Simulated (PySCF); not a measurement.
B3LYP has the VWN-RPA correlation part, as in Gaussian. Excitations are Tamm–Dancoff values on a coarser integration grid. The basis has no diffuse functions, so Rydberg states are missing or too high.

Cartesian coordinates (Å):
```xyz
5

F      1.6147    -0.6809    -0.5824
Sn    -0.0040     0.0006     0.1186
F     -0.1887     1.7160    -0.6557
F     -1.3618    -1.0455    -0.6800
H     -0.0602     0.0098     1.7994
```
Charge 0, spin multiplicity 1.

**Question.** Estimate the dipole moment, S1–T1 gap (TDA) and HOMO that PySCF with B3LYP-D3(BJ)/def2-TZVP // PBE0-D4/def2-TZVP returns for this input.

**Answer.** 
```
Item                 Value
---------------  ---------
dipole moment       3.32 D
S1–T1 gap (TDA)    1.17 eV
HOMO             -10.81 eV
```
